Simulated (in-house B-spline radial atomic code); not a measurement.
A fraction x of an electron is removed from 3d in Ni4+, starting from [Ar] 3d6 and keeping the highest spin. Method: non-relativistic r2SCAN, spin-polarised, spherical fractional occupations, point nucleus. Calculated with a radial B-spline atomic code at the basis-set limit.

```json
{"x": "0", "E(x) - E(0) (eV)": "0.0000", "3d down level (eV)": "-64.873"}
{"x": "0.08", "E(x) - E(0) (eV)": "5.2572", "3d down level (eV)": "-66.561"}
{"x": "0.19", "E(x) - E(0) (eV)": "12.7074", "3d down level (eV)": "-68.900"}
{"x": "0.37", "E(x) - E(0) (eV)": "25.4573", "3d down level (eV)": "-72.774"}
{"x": "0.45", "E(x) - E(0) (eV)": "31.3487", "3d down level (eV)": "-74.513"}
{"x": "0.5", "E(x) - E(0) (eV)": "35.1017", "3d down level (eV)": "-75.606"}
{"x": "0.56", "E(x) - E(0) (eV)": "39.6775", "3d down level (eV)": "-76.921"}
{"x": "0.66", "E(x) - E(0) (eV)": "47.4798", "3d down level (eV)": "-79.127"}
{"x": "0.87", "E(x) - E(0) (eV)": "64.5863", "3d down level (eV)": "-83.803"}
{"x": "0.9", "E(x) - E(0) (eV)": "67.1105", "3d down level (eV)": "-84.475"}
{"x": "1", "E(x) - E(0) (eV)": "75.6703", "3d down level (eV)": "-"}
```

The exact functional would give a straight line between the two integer points. Deviations E(x) - E(0) - x[E(1) - E(0)], in eV: -0.796 at x = 0.08, -1.67 at x = 0.19, -2.541 at x = 0.37, -2.703 at x = 0.45, -2.733 at x = 0.5, -2.698 at x = 0.56, -2.463 at x = 0.66, -1.247 at x = 0.87, -0.993 at x = 0.9.

The curve lies below the straight line by up to 2.733 eV (at x = 0.5): convex, the delocalisation error that favours fractional charges.

**Question.** How well does Slater's transition state (minus the level at half occupation) give the ionisation energy?

**Answer.** It gives 75.606 eV against 75.670 eV from the two total energies; NIST lists 76.06 eV, ground level to ground level.
